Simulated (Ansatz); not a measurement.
`COCC[SiH3]` + H–F → `COCF` + `C[SiH3]`  (substitution at a C–C bond)

Calculated with Ansatz (gas phase, PBE0-D4/def2-TZVP geometries, no zero-point term in ΔE). CBS: MP2 limit from def2 TZ/QZ plus the TZ coupled-cluster correction, frozen cores. This one scheme is used for every species. DFT in def2-TZVPP. B3LYP here is the variant with VWN-RPA as its local correlation; programs differ in this. Each species was taken in one conformer, which may not be the lowest.

CCSD(T)/CBS gives +12.7 kJ/mol.

Question: Another level gave -2.7 kJ/mol. Which?
A. B3LYP-D4/def2-TZVPP
B. SCS-MP2/def2-TZVPP
C. B3LYP/def2-TZVPP
D. RPA@PBE/def2-TZVPP

Answer: A. B3LYP-D4 -2.7, SCS-MP2/def2-TZVPP 7.6, RPA@PBE/def2-TZVPP 3.4, B3LYP -11.9 kJ/mol.

Largest T1 diagnostic among the species: 0.011.

From r2SCAN to r2SCAN0 (25 % exact exchange), in def2-TZVPP and without D4, ΔE moves by +4.2 kJ/mol. In def2-TZVPP, CCSD(T) changes the Hartree–Fock value by +24.7 kJ/mol (the triples alone add +2.0 kJ/mol) and MP2 by +33.1 kJ/mol. At CCSD(T), def2-SVP lies −17.3 kJ/mol from the extrapolated value and def2-TZVPP −5.4 kJ/mol.

CCSD(T)/CBS has its own doubt, a few kJ/mol and more with outer-core shells, so smaller differences from it don't rank the levels.
